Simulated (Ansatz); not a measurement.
Ligand exchange: IBr + CHBrCl2 → ICl + CHBr2Cl

Species: IBr (iodine monobromide), singlet; CHBrCl2 (bromodichloromethane) `ClC(Cl)Br`, singlet; ICl, singlet; CHBr2Cl (chlorodibromomethane) `ClC(Br)Br`, singlet. The partners trade Br for Cl: I–Br and C–Cl bonds give way to I–Cl and C–Br.

Shapes, held fixed at every level: PBE0-D4/def2-TZVP. Programs: Ansatz 0.2.0. The zero-point and thermal change to 298 K, harmonic and unscaled (PBE0-D4/def2-TZVP), is -0.7 kJ/mol.

**The experiment to reproduce.** Tabulated heats of formation (Active Thermochemical Tables): IBr +40.8; CHBrCl2 -51.5; ICl +17.4; CHBr2Cl -3.0 kJ/mol, which give ΔH(298 K) = +25.1 kJ/mol.

| level | kind | ΔH (kJ/mol) | computed − measured | CPU time (all species) |
| --- | --- | --- | --- | --- |
| SPW92/def2-TZVPP | LDA | +30.2 | +5.1 | 11 s |
| PBE0-D4/def2-TZVPP | global hybrid | +31.0 | +5.9 | 23 s |
| wB97M-V/def2-TZVPP | range-separated hybrid | +29.2 | +4.1 | 83 s |
| wB97X-V/def2-TZVPP | range-separated hybrid | +29.7 | +4.6 | 56 s |
| B2PLYP/def2-TZVPP | double hybrid | +28.3 | +3.2 | 37 s |
| MP2/def2-TZVPP | perturbation theory | +25.1 | -0.1 | – |
| CCSD/def2-SVP | coupled cluster or CI | +39.6 | +14.5 | – |
| CCSD(T)/def2-TZVPP | coupled cluster or CI | +25.6 | +0.5 | 2.8 min |

Nearest: MP2/def2-TZVPP (-0.1); farthest: CCSD/def2-SVP (+14.5). 7 of 8 levels lie within 10 kJ/mol. For atoms past krypton def2 sets carry core potentials with scalar relativity. Relativity is left out for Br. Outer-core shells of Br, I are correlated in most correlated rows, in sets that cover them unevenly. Times are processor times on shared x86 and Arm servers, and rough.
